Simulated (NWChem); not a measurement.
System: C$_{4}$H$_{6}$Si; SMILES C#C/C=C/[SiH3]

The following NWChem deck was run.

```
start job
memory heap 200 mb stack 900 mb global 1100 mb
geometry units angstroms noautosym nocenter noautoz
  C      0.141185    -3.235368     0.000000
  C     -0.106141    -2.049718     0.000000
  C     -0.436449    -0.664593     0.000000
  C      0.467711     0.338863     0.000000
  Si    -0.004475     2.147638     0.000000
  H      0.377762    -4.274994     0.000000
  H     -1.502692    -0.434185     0.000000
  H      1.523034     0.063359     0.000000
  H     -1.488253     2.259526     0.000000
  H      0.537388     2.841947     1.201015
  H      0.537388     2.841947    -1.201015
end
basis spherical
  * library def2-svp
end
dft
  xc pbe0
  iterations 150
end
cosmo
  do_cosmo_smd true
  solvent water
end
task dft energy
```

Excerpt of the output:

```
             Northwest Computational Chemistry Package (NWChem) 7.3.0
             --------------------------------------------------------

                             Geometry "geometry" -> ""
                             -------------------------

 Output coordinates in angstroms (scale by  1.889725989 to convert to a.u.)

  No.       Tag          Charge          X              Y              Z
 ---- ---------------- ---------- -------------- -------------- --------------
    1 C                    6.0000     0.14118500    -3.23536800     0.00000000
    2 C                    6.0000    -0.10614100    -2.04971800     0.00000000
    3 C                    6.0000    -0.43644900    -0.66459300     0.00000000
    4 C                    6.0000     0.46771100     0.33886300     0.00000000
    5 Si                  14.0000    -0.00447500     2.14763800     0.00000000
    6 H                    1.0000     0.37776200    -4.27499400     0.00000000
    7 H                    1.0000    -1.50269200    -0.43418500     0.00000000
    8 H                    1.0000     1.52303400     0.06335900     0.00000000
    9 H                    1.0000    -1.48825300     2.25952600     0.00000000
   10 H                    1.0000     0.53738800     2.84194700     1.20101500
   11 H                    1.0000     0.53738800     2.84194700    -1.20101500

 Effective nuclear repulsion energy (a.u.)     174.3564122277

                                 NWChem DFT Module
                                 -----------------

 Summary of "ao basis" -> "ao basis" (spherical)
 ------------------------------------------------------------------------------
       Tag                 Description            Shells   Functions and Types
 ---------------- ------------------------------  ------  ---------------------
 C                          def2-svp                 6       14   3s2p1d
 Si                         def2-svp                 8       18   4s3p1d
 H                          def2-svp                 3        5   2s1p

 in cosmo_initialize ...
 calling solv_data for solv:h2o

 solvent parameters
 solvname_short: h2o
 solvname_long:  water
 dielec:       78.4000
 dielecinf:     1.7769
 aqueous SMD model solvent descriptors
 dielec:       78.4000
 sola:          0.8200

          ---------------
          -cosmo- solvent
          ---------------
 Cosmo: York-Karplus, doi: 10.1021/jp992097l
 dielectric constant -eps-     =  78.40
 screen = (eps-1)/(eps    )    =   0.98724
 surface charge correction     = lagrangian

   van der Waals surface
 --------------------------

 ---------- ATOMIC COORDINATES (A.U.) ------------ VDWR(ANG.) --
     1    0.26680096   -6.11395899    0.00000000     1.850
     2   -0.20057741   -3.87340537    0.00000000     1.850
     3   -0.82476902   -1.25589866    0.00000000     1.850
     4    0.88384563    0.64035822    0.00000000     1.850
     5   -0.00845652    4.05844734    0.00000000     2.470
     6    0.71386667   -8.07856726    0.00000000     1.200
     7   -2.83967613   -0.82049068    0.00000000     1.200
     8    2.87811693    0.11973115    0.00000000     1.200
     9   -2.81239037    4.26988500    0.00000000     1.200
    10    1.01551607    5.37050110    2.26958926     1.200
    11    1.01551607    5.37050110   -2.26958926     1.200
 number of segments per atom =        128
 number of   points per atom =        128
 atom (   nspa,  nppa )
 ----------------------
    1 (     78,     0 )       0
    2 (     56,     0 )       0
    3 (     40,     0 )       0
    4 (     36,     0 )       0
    5 (     96,     0 )       0
    6 (     50,     0 )       0
    7 (     50,     0 )       0
    8 (     52,     0 )       0
    9 (     34,     0 )       0
   10 (     33,     0 )       0
   11 (     33,     0 )       0
 number of -cosmo- surface points =      558
 molecular surface =    135.997 angstrom**2
 molecular volume  =    118.998 angstrom**3
 -lineq- algorithm             =   0
 -bem- low  level              =   3
 -bem- from -octahedral-
 gaussian surface charge width =   4.50000
 degree of switching           =   1.00000
 switching function tolerance  =   0.00010
 atomic radii =
 --------------
    1  6.000  1.850
    2  6.000  1.850
    3  6.000  1.850
    4  6.000  1.850
    5 14.000  2.470
    6  1.000  1.200
    7  1.000  1.200
    8  1.000  1.200
    9  1.000  1.200
   10  1.000  1.200
   11  1.000  1.200
 ...... end of -cosmo- initialization ......

 nat:                    11
 ixmem:                  6636
 calling mnsol_interface()
 G(SMD-CDS) energy (kcal/mol)  =     5.332
 SMD-CDS SASA (angstrom**2)    =   164.388

            General Information
            -------------------
          SCF calculation type: DFT
          Wavefunction type:  closed shell.
          No. of atoms     :    11
          No. of electrons :    44
           Alpha electrons :    22
            Beta electrons :    22
          Charge           :     0
          Spin multiplicity:     1
          Use of symmetry is: off; symmetry adaption is: off
          Maximum number of iterations: 150
          AO basis - number of functions:   104
                     number of shells:    50
          Convergence on energy requested:  1.00D-06
          Convergence on density requested:  1.00D-05
          Convergence on gradient requested:  5.00D-04

              XC Information
              --------------
                         PBE0 Method XC Functional
                     Hartree-Fock (Exact) Exchange  0.250
          PerdewBurkeErnzerhof Exchange Functional  0.750
            Perdew 1991 LDA Correlation Functional  1.000 local
           PerdewBurkeErnz. Correlation Functional  1.000 non-local

             Grid Information
             ----------------
          Grid used for XC integration:  medium
          Radial quadrature: Mura-Knowles
          Angular quadrature: Lebedev.
          Tag              B.-S. Rad. Rad. Pts. Rad. Cut. Ang. Pts.
          ---              ---------- --------- --------- ---------
          C                   0.70       49          14.0       434
          Si                  1.10       88          14.0       590
          H                   0.35       45          15.0       434
          Grid pruning is: on
          Number of quadrature shells:   554
          Spatial weights used:  Erf1

      Superposition of Atomic Density Guess
      -------------------------------------

 Sum of atomic energies:        -442.23346051

      Non-variational initial energy
      ------------------------------

 Total energy =    -444.900789
 1-e energy   =    -950.572374
 2-e energy   =     331.315173
 HOMO         =      -0.293052
 LUMO         =      -0.053215

   convergence    iter        energy       DeltaE   RMS-Dens  Diis-err
 ---------------- ----- ----------------- --------- --------- ---------
     COSMO gas phase
 d= 0,ls=0.0,diis     1   -444.8600370620 -6.19D+02  6.28D-03  3.14D-01
 d= 0,ls=0.0,diis     2   -444.8964021159 -3.64D-02  2.73D-03  4.54D-02
 d= 0,ls=0.0,diis     3   -444.8974191993 -1.02D-03  1.44D-03  4.01D-02
 d= 0,ls=0.0,diis     4   -444.9019414759 -4.52D-03  4.96D-04  5.85D-03
 d= 0,ls=0.0,diis     5   -444.9026835708 -7.42D-04  1.22D-04  2.12D-04
  Resetting Diis
 d= 0,ls=0.0,diis     6   -444.9027046717 -2.11D-05  5.55D-05  3.96D-05
 d= 0,ls=0.0,diis     7   -444.9027102061 -5.53D-06  3.83D-05  4.29D-06
 d= 0,ls=0.0,diis     8   -444.9027088647  1.34D-06  2.46D-05  1.33D-05
 d= 0,ls=0.0,diis     9   -444.9027108189 -1.95D-06  2.80D-06  1.78D-07
 d= 0,ls=0.0,diis    10   -444.9027108405 -2.16D-08  8.10D-07  1.23D-08

   convergence    iter        energy       DeltaE   RMS-Dens  Diis-err
 ---------------- ----- ----------------- --------- --------- ---------
     COSMO solvation phase
 d= 0,ls=0.0,diis     1   -444.8995910648  3.12D-03  1.96D-03  2.22D-03
 d= 0,ls=0.0,diis     2   -444.9001842191 -5.93D-04  3.06D-04  6.99D-04
 d= 0,ls=0.0,diis     3   -444.9002424186 -5.82D-05  1.62D-04  3.48D-04
 d= 0,ls=0.0,diis     4   -444.9002832166 -4.08D-05  5.79D-05  5.82D-05
 d= 0,ls=0.0,diis     5   -444.9002905510 -7.33D-06  1.35D-05  1.62D-06
 d= 0,ls=0.0,diis     6   -444.9002906811 -1.30D-07  5.57D-06  7.85D-07

         Total DFT energy =     -444.900290681108
      One electron energy =     -955.125197127675
           Coulomb energy =      380.062843635003
    Exchange-Corr. energy =      -44.384960259083
 Nuclear repulsion energy =      174.356412227691

             COSMO energy =        0.190610842957

 Numeric. integr. density =       43.999986083774

                                COSMO-SMD solvation results
                                ---------------------------

             internal energy in gas <Psi(g)|H|Psi(g)> =      -444.902710840518
         internal energy in solvent <Psi(s)|H|Psi(s)> =      -444.901908286210
                               delta internal energy  =         0.000802554308 (    0.50 kcal/mol)
   total free energy in solvent <Psi(s)|H+V/2|Psi(s)> =      -444.908788464344
 polarization energy contribution <Psi(s)|V/2|Psi(s)> =        -0.006880178134 (   -4.32 kcal/mol)
    total free energy in solvent including G(SMD-CDS) =      -444.900290681108
                       G(SMD-CDS) energy contribution =         0.008497783236 (    5.33 kcal/mol)
     1 M fixed-concentration free energy of solvation =         0.002420159410 (    1.52 kcal/mol)

                       DFT Final Molecular Orbital Analysis
                       ------------------------------------

 Vector   20  Occ=2.000000D+00  E=-3.504934D-01
              MO Center= -8.0D-02,  9.3D-01,  4.9D-09, r^2= 3.1D+00
   Bfn.  Coefficient  Atom+Function         Bfn.  Coefficient  Atom+Function
  ----- ------------  ---------------      ----- ------------  ---------------
    47      0.299270   4 C  py               85     -0.238801   8 H  s
    90     -0.232025   9 H  s                46     -0.226105   4 C  px
    65     -0.210922   5 Si py               64      0.160474   5 Si px
    80     -0.161179   7 H  s                50      0.159451   4 C  py
    91     -0.131222   9 H  s                86     -0.125331   8 H  s

 Vector   21  Occ=2.000000D+00  E=-3.063720D-01
              MO Center= -1.2D-02, -2.5D+00,  1.7D-11, r^2= 2.0D+00
   Bfn.  Coefficient  Atom+Function         Bfn.  Coefficient  Atom+Function
  ----- ------------  ---------------      ----- ------------  ---------------
     4      0.413780   1 C  px               18      0.389052   2 C  px
     7      0.252430   1 C  px               21      0.226929   2 C  px
    80      0.123435   7 H  s                47      0.111502   4 C  py
    32     -0.110618   3 C  px                5      0.087619   1 C  py
    19      0.085294   2 C  py               22      0.074299   2 C  py

 Vector   22  Occ=2.000000D+00  E=-2.717824D-01
              MO Center=  1.2D-01, -1.1D+00, -7.0D-09, r^2= 4.4D+00
   Bfn.  Coefficient  Atom+Function         Bfn.  Coefficient  Atom+Function
  ----- ------------  ---------------      ----- ------------  ---------------
     6      0.333516   1 C  pz               48     -0.330443   4 C  pz
    34     -0.257627   3 C  pz               51     -0.243465   4 C  pz
    20      0.236527   2 C  pz                9      0.221486   1 C  pz
    37     -0.192183   3 C  pz               23      0.156171   2 C  pz
    95      0.097681  10 H  s               100     -0.097681  11 H  s

 Vector   23  Occ=0.000000D+00  E=-5.309937D-02
              MO Center=  9.3D-02, -7.0D-01, -3.1D-09, r^2= 4.5D+00
   Bfn.  Coefficient  Atom+Function         Bfn.  Coefficient  Atom+Function
  ----- ------------  ---------------      ----- ------------  ---------------
    51      0.455026   4 C  pz               37     -0.395996   3 C  pz
    48      0.354486   4 C  pz                9      0.352084   1 C  pz
    34     -0.333965   3 C  pz                6      0.286730   1 C  pz
    69      0.202745   5 Si pz               96     -0.203416  10 H  s
   101      0.203416  11 H  s                23     -0.186836   2 C  pz

 Vector   24  Occ=0.000000D+00  E= 2.683280D-02
              MO Center= -1.0D-01, -8.3D-01,  8.0D-11, r^2= 7.8D+00
   Bfn.  Coefficient  Atom+Function         Bfn.  Coefficient  Atom+Function
  ----- ------------  ---------------      ----- ------------  ---------------
    45      0.956765   4 C  s                68      0.759305   5 Si py
     7      0.513600   1 C  px               21     -0.455547   2 C  px
    81     -0.445326   7 H  s                18     -0.321359   2 C  px
     4      0.318645   1 C  px               67     -0.313353   5 Si px
    60     -0.249256   5 Si s                91     -0.214967   9 H  s

 Vector   25  Occ=0.000000D+00  E= 6.256373D-02
              MO Center=  8.9D-02,  1.9D+00,  5.6D-09, r^2= 4.7D+00
   Bfn.  Coefficient  Atom+Function         Bfn.  Coefficient  Atom+Function
  ----- ------------  ---------------      ----- ------------  ---------------
    67      1.452473   5 Si px               91      1.313923   9 H  s
    96     -0.459634  10 H  s               101     -0.459634  11 H  s
    45     -0.430653   4 C  s                17     -0.291935   2 C  s
     3      0.274686   1 C  s                31      0.236862   3 C  s
    21     -0.227502   2 C  px               64      0.211520   5 Si px

     Multipole analysis of the density
     ---------------------------------

     L   x y z        total         alpha         beta         nuclear
     -   - - -        -----         -----         ----         -------
     0   0 0 0     -0.000000    -22.000000    -22.000000     44.000000

     1   1 0 0      0.055815     -0.274272     -0.274272      0.604359
     1   0 1 0     -0.147894      0.209856      0.209856     -0.567606
     1   0 0 1     -0.000000     -0.000000     -0.000000      0.000000

     2   2 0 0    -27.649031    -31.958044    -31.958044     36.267056
     2   1 1 0     -0.845955     -0.328562     -0.328562     -0.188831
     2   1 0 1      0.000000      0.000000      0.000000      0.000000
     2   0 2 0    -24.717673   -361.702748   -361.702748    698.687822
     2   0 1 1     -0.000000     -0.000000     -0.000000      0.000000
     2   0 0 2    -30.576206    -20.439139    -20.439139     10.302071
```

Level: PBE0/def2-SVP, SMD on the gas-phase geometry. Structure relaxed at the B3LYP/6-31G* (spherical d) level. Solvent: water.
